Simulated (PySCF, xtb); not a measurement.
Sn(H)3(SH) (H4SSn), SMILES [SH][SnH3].

GFN2-xTB (xtb) at its own geometry gives an orbital gap of 4.11 eV and a dipole moment of 1.96 D.

The structure is a stationary point at B3LYP-D3(BJ)/def2-TZVP. The def2 effective core potentials stand for the cores of Sn; spin–orbit coupling is left out.

Task: What does PySCF with r2SCAN/def2-TZVPD give? (The exact figures need the calculation; the answer reports its results.)

Result: gap 5.05 eV (levels -6.33 and -1.28 eV), dipole 1.55 D.
